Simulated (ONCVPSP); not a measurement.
**u(r) = r·R(r): atom against pseudo-atom (vanadium (V))**

Columns: radius, all-electron u(r) and pseudo u(r) of the 3s shell (level -70.03 eV) of vanadium in the configuration [Ne] 3s2 3p6 3d3 4s2; PBEsol, scalar-relativistic, ONCV scheme, ONCVPSP 4.0.1.

| r (bohr) | all-electron | pseudo |
| --- | --- | --- |
| 0.088 | -0.0081 | 0.1797 |
| 0.175 | -0.5560 | 0.3519 |
| 0.262 | -0.5215 | 0.5135 |
| 0.350 | -0.1497 | 0.6611 |
| 0.438 | 0.2927 | 0.7880 |
| 0.525 | 0.6643 | 0.8893 |
| 0.612 | 0.9267 | 0.9638 |
| 0.700 | 1.0803 | 1.0104 |
| 0.788 | 1.1413 | 1.0280 |
| 0.875 | 1.1347 | 1.0184 |
| 0.962 | 1.0832 | 0.9849 |
| 1.050 | 1.0035 | 0.9309 |
| 1.138 | 0.9096 | 0.8618 |
| 1.225 | 0.8120 | 0.7838 |
| 1.312 | 0.7158 | 0.7011 |
| 1.400 | 0.6237 | 0.6173 |
| 1.487 | 0.5398 | 0.5376 |
| 1.575 | 0.4634 | 0.4628 |
| 1.662 | 0.3962 | 0.3961 |
| 1.750 | 0.3366 | 0.3366 |
| 1.838 | 0.2849 | 0.2849 |
| 1.925 | 0.2409 | 0.2408 |
| 2.012 | 0.2031 | 0.2030 |
| 2.100 | 0.1705 | 0.1705 |
| 2.188 | 0.1428 | 0.1428 |
| 2.275 | 0.1197 | 0.1197 |

How many radial nodes do the two functions have?

The all-electron 3s function has n − l − 1 = 2 (the table is too coarse to show those close to the nucleus); the pseudo-wave has 0, since the states of the same l below it are removed with the core.

At about which radius was the pseudo-wave matched?

1.75 bohr. The columns agree to 0.0005 from 1.66 bohr on; several derivatives are matched, so the curves merge somewhat inside the radius.

Where does each function peak?

Outermost all-electron maximum near 0.79 bohr, pseudo maximum near 0.79 bohr (to the table’s step).

Is the pseudo-wave norm-conserving?

Yes: the ONCV scheme keeps the norm inside the radius equal to the all-electron one, which fixes the energy derivative of the logarithmic derivative at the level.
